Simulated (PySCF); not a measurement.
These compounds are isomers of formula C5H9NOSi.

A. SMILES N#C[SiH]1CCOCC1
B. SMILES C=C1CN[Si@H]1C(C)=O
C. `InChI=1S/C5H9NOSi/c1-5(7)8-4-2-3-6-8/h2,4,6,8H,3H2,1H3/t8-/m0/s1`
D. `InChI=1S/C5H9NOSi/c6-5(7)3-1-4(8)2-3/h1,4H,2H2,8H3,(H2,6,7)/t4-/m1/s1`
E. `N#C[C@@H]1C[SiH2]CCO1`

Spectrum 1. ¹³C{¹H} NMR (computed): δ 125.8 (C), 70.4 (CH2), 13.3 (CH2).

Spectrum 2. ¹³C{¹H} NMR (computed): δ 247.8 (C), 158.9 (CH), 131.5 (CH), 58.5 (CH2), 39.1 (CH3).

Spectrum 3. ¹³C{¹H} NMR (computed): δ 123.8 (C), 71.5 (CH2), 67.6 (CH), 17.4 (CH2), 10.4 (CH2).

Spectrum 4. ¹³C{¹H} NMR (computed): δ 245.4 (C), 160.6 (C), 130.0 (CH2), 60.2 (CH2), 39.3 (CH3).

Spectrum 5. ¹³C{¹H} NMR (computed): δ 162.5 (C), 157.9 (CH), 143.7 (C), 33.6 (CH2), 25.5 (CH).

[PySCF 2.14: shielding tensors at PBE0/pcSseg-1 (GIAO); geometry from GFN2-xTB; in vacuum; no relativistic terms; rapidly exchanging positions averaged; a single conformation]

Shifts are taken against calculated references (same method and geometry level): TMS for ¹³C (σref 186.93). Acid and N–H amide carbonyl carbons lie up to 10 ppm further downfield in solution (hydrogen bonding). Shifts are as computed. Against solution values, carbons near 30 ppm lie about +3 ppm off and those near 130 ppm about +5 ppm. Of 1309 compounds with measured shifts, 239 miss one by over three times the rms of a fit or turn the order of signals round; such compounds aren't used in these exercises. Groups on amide-type nitrogens are kept apart (slow C–N rotation).

Problem. Which spectrum belongs to which compound?

Solution. 1–A, 2–C, 3–E, 4–B, 5–D.

- Spectrum 1 (A): 3 ¹³C signals; δC 125.8 is a nitrile carbon; δC 70.4 is an sp3 CH2 bonded to O.
- Spectrum 2 (C): 5 ¹³C signals; δC 158.9 is an alkene CH; δC 131.5 is an alkene CH.
- Spectrum 3 (E): 5 ¹³C signals; δC 123.8 is a nitrile carbon; δC 71.5 is an sp3 CH2 bonded to O.
- Spectrum 4 (B): 5 ¹³C signals; δC 160.6 is a fully substituted alkene carbon; δC 130.0 is a terminal =CH2 carbon.
- Spectrum 5 (D): 5 ¹³C signals; δC 162.5 is an amide carbonyl carbon; δC 157.9 is a β carbon of a C=C–C=O unit.
